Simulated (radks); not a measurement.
Spherical quantum dot in the effective-mass picture: electrons in a well V = -V0 / (1 + exp((r - R)/a)) with V0 = 8.39, R = 7.76, a = 0.53, with a point charge +1 (a donor) at the centre, all in effective atomic units (hartree* = m*/eps^2 hartree, bohr* = eps/m* bohr), one dielectric constant everywhere. Method: non-relativistic Kohn-Sham, LDA (Slater exchange, Perdew-Wang correlation), spin-polarised, spherical densities; computed with a radial shooting solver with Libxc functionals. Levels are named by radial order and angular momentum (1s, 1p, 1d, 2s, ...), and open shells are averaged over m. Results are scaled to m* = 0.05 and eps = 17, for which hartree* = 4.708 meV and bohr* = 17.99 nm. Each electron was tried in the lowest free levels, single moves between levels near the top were tried too, and the lowest total energy was kept; such a search can miss a lower state. At N = 1 the Hartree and exchange-correlation terms need not cancel, so that row can carry a self-interaction error.

\begin{tabular}{lrrrrr}
N & open shells & 2S & E (meV) & mu = E(N) - E(N-1) (meV) & addition energy mu(N+1) - mu(N) (meV) \\ \hline
1 & 1s(up 1, down 0) & 1 & -41.7471 & -41.747 & 2.220 \\
2 & none & 0 & -81.2742 & -39.527 & 2.044 \\
3 & 1p(up 1, down 0) & 1 & -118.757 & -37.483 & 0.8311 \\
4 & 1p(up 2, down 0) & 2 & -155.409 & -36.652 & 0.8562 \\
5 & 1p(up 3, down 0) & 3 & -191.205 & -35.796 & 1.058 \\
6 & 1p(up 3, down 1) & 2 & -225.943 & -34.737 & 0.8049 \\
7 & 1p(up 3, down 2) & 1 & -259.875 & -33.933 & 0.8171 \\
8 & none & 0 & -292.991 & -33.115 & 1.097 \\
9 & 2s(up 1, down 0) & 1 & -325.009 & -32.019 & 1.045 \\
10 & 1d(up 1, down 0) 2s(up 1, down 0) & 2 & -355.983 & -30.974 & 0.7897 \\
11 & 1d(up 2, down 0) 2s(up 1, down 0) & 3 & -386.167 & -30.184 & 0.7893 \\
12 & 1d(up 3, down 0) 2s(up 1, down 0) & 4 & -415.562 & -29.395 & 0.7880 \\
13 & 1d(up 4, down 0) 2s(up 1, down 0) & 5 & -444.169 & -28.607 & 0.7862 \\
14 & 1d(up 5, down 0) 2s(up 1, down 0) & 6 & -471.989 & -27.821 & 0.9644 \\
15 & 1d(up 5, down 1) 2s(up 1, down 0) & 5 & -498.845 & -26.856 & 0.7648 \\
16 & 1d(up 5, down 2) 2s(up 1, down 0) & 4 & -524.937 & -26.091 & 0.7658 \\
17 & 1d(up 5, down 3) 2s(up 1, down 0) & 3 & -550.262 & -25.326 & 0.7657 \\
18 & 1d(up 5, down 4) 2s(up 1, down 0) & 2 & -574.822 & -24.560 & 0.7650 \\
19 & 2s(up 1, down 0) & 1 & -598.617 & -23.795 & 1.317 \\
20 & 2s(up 1, down 0) 1f(up 1, down 0) & 2 & -621.094 & -22.477 & 0.7516 \\
21 & 2s(up 1, down 0) 1f(up 2, down 0) & 3 & -642.820 & -21.726 & 0.7508 \\
22 & 2s(up 1, down 0) 1f(up 3, down 0) & 4 & -663.795 & -20.975 & 0.7497 \\
23 & 2s(up 1, down 0) 1f(up 4, down 0) & 5 & -684.021 & -20.225 & 0.7486 \\
24 & 2s(up 1, down 0) 1f(up 5, down 0) & 6 & -703.497 & -19.477 & 0.7473 \\
25 & 2s(up 1, down 0) 1f(up 6, down 0) & 7 & -722.227 & -18.729 & 0.7460 \\
26 & 2s(up 1, down 0) 1f(up 7, down 0) & 8 & -740.210 & -17.983 & 0.9117 \\
27 & 2s(up 1, down 0) 1f(up 7, down 1) & 7 & -757.282 & -17.072 & 0.7349 \\
28 & 2s(up 1, down 0) 1f(up 7, down 2) & 6 & -773.618 & -16.337 & 0.7346 \\
29 & 2s(up 1, down 0) 1f(up 7, down 3) & 5 & -789.221 & -15.602 & 0.7340 \\
30 & 2s(up 1, down 0) 1f(up 7, down 4) & 4 & -804.089 & -14.868 & 0.7333 \\
31 & 2s(up 1, down 0) 1f(up 7, down 5) & 3 & -818.224 & -14.135 & - \\
\end{tabular}

All shells are closed at N = 2, 8 (there: 1s2 1p6); the second difference of the energy has clear peaks (12 % above both neighbours; the first and last values, which can be the largest, are not judged, and half-filled shells can peak too) at N = 5, 14, 19, 26.
